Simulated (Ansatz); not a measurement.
# Worked example: a bond strength in Si2H2OF2 (SMILES F[Si]1(F)O[SiH2]1)

Si2H2OF2: 7 atoms, total charge 0, spin state singlet. SMILES: `F[Si]1(F)O[SiH2]1`. Geometry: optimised at B3LYP/def2-SVP.

```xyz
7

F     0.4243   -1.6305    1.7237
Si    0.0422   -1.0295    0.2800
F    -0.2054   -2.3186   -0.6519
O     1.1328    0.0816   -0.3309
Si   -0.3052    1.0773   -0.2381
H    -0.2118    2.2056    0.7244
H    -0.8154    1.5460   -1.5527
```

Wanted: the dissociation energy of the H6–Si5 bond into doublet H and doublet Si2HOF2 (shapes relaxed at B3LYP/def2-SVP, no zero-point term). 1 Eh = 2625.50 kJ/mol = 27.2114 eV. Totals in Eh; open shells run unrestricted unless said.

```
                                                 level  program     Si2H2OF2    doublet H  doublet Si2HOF2
                                       r2SCAN/def2-SVP   Ansatz  -854.665213    -0.499209      -854.026517
RPA@PBE/def2-SVP, 13 core orbitals frozen in the whole   Ansatz  -853.564476    -0.512310      -852.912353
CCSD(T)/def2-SVP, 13 core orbitals frozen in the whole   Ansatz  -853.273701  -852.632811        -0.499278
```

Problem. Work out the dissociation energy at each level.

Solution. 
1. r2SCAN/def2-SVP: (-0.499209) + (-854.026517) − (-854.665213) = 0.139487 Eh = 366.2 kJ/mol = 3.80 eV.
2. RPA@PBE/def2-SVP: (-0.512310) + (-852.912353) − (-853.564476) = 0.139813 Eh = 367.1 kJ/mol = 3.80 eV.
3. CCSD(T)/def2-SVP: (-852.632811) + (-0.499278) − (-853.273701) = 0.141612 Eh = 371.8 kJ/mol = 3.85 eV.

The levels span 366 to 372 kJ/mol; no measured value is set beside them. A bond enthalpy at 298 K also holds the loss of zero-point energy and thermal terms.
